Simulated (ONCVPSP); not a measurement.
What one change does to a pseudopotential (In, ONCV)

* Element: In
* Generator: ONCVPSP 4.0.1
* Type: optimised norm-conserving Vanderbilt (ONCV)
* Functional: PBE
* Relativity: scalar-relativistic
* Frozen core: [Kr]
* Valence charge: 13
* Reference configuration: 4d10 5s2 5p0.75 (charge +0.25)
* Partial waves: 5s: rc 2.20 bohr, ncon 4, nbas 7, qcut 3 1/bohr, 3 projectors, debl 1.8 Ha; 5p: rc 2.10 bohr, ncon 4, nbas 7, qcut 3.1 1/bohr, 2 projectors, debl 0.6 Ha; 4d: rc 1.80 bohr, ncon 4, nbas 9, qcut 9.8 1/bohr, 2 projectors, debl 3.1 Ha
* Local potential: polynomial inside 1.35 bohr (lpopt 3, dvloc0 6 Ha)
* Core correction: none

Change: p: qcut 4.3.

Cutoffs: the cutoffs (Ha) at which the residual kinetic energy of the hardest occupied pseudo-wave falls to 1 and 0.1 mHa per electron; they do not see the model core or the augmentation charge, which bear on the density cutoff. Errors are all-electron minus pseudo energies relative to the spin-unpolarised reference configuration.

Problem. What does the change do?

Solution. The potential gets neither clearly harder nor softer (32 Ha and 37 Ha → 32 Ha and 37 Ha); a bound ghost appears in p, which as a rule spoils a file; the errors of the 4 common tests hardly move; the range in which the p phases agree widens (upper end 2.1 → 4.2).

| quantity | base | changed |
| --- | --- | --- |
| cutoff, loose | 32 Ha | 32 Ha |
| cutoff, tight | 37 Ha | 37 Ha |
| loose cutoff by channel | s 8.2 Ha, p 4.0 Ha, d 32 Ha | s 8.2 Ha, p 4.1 Ha, d 32 Ha |
| bound ghosts | none | p |
| GHOST(+) flags under 300 eV | s at 136.9 eV | s at 136.9 eV |
| error for 4d10 5s2 5p1, meV [ΔE -0.80 eV] | +0.2 | +0.2 |
| error for 4d10 5s2 5p0, meV [ΔE 4.57 eV] | -0.5 | -0.5 |
| error for 4d10 5s1 5p0, meV [ΔE 23.80 eV] | +9.2 | +9.1 |
| error for 4d10 5s1 5p1, meV [ΔE 11.16 eV] | +0.4 | +0.3 |
| s: phases at 2.23 bohr within 0.05 rad from the reference energy up to (Ha; the scan ends near 5) | 4.7 | 4.7 |
| p: phases at 2.14 bohr within 0.05 rad from the reference energy up to (Ha; the scan ends near 5) | 2.1 | 4.2 |
| d: phases at 1.83 bohr within 0.05 rad from the reference energy up to (Ha; the scan ends near 5) | to the end of the scan | to the end of the scan |

 A true bound ghost makes a file unfit for plane-wave use even where its test errors are small: the radial tests pick states by their node count and pass the ghost by.
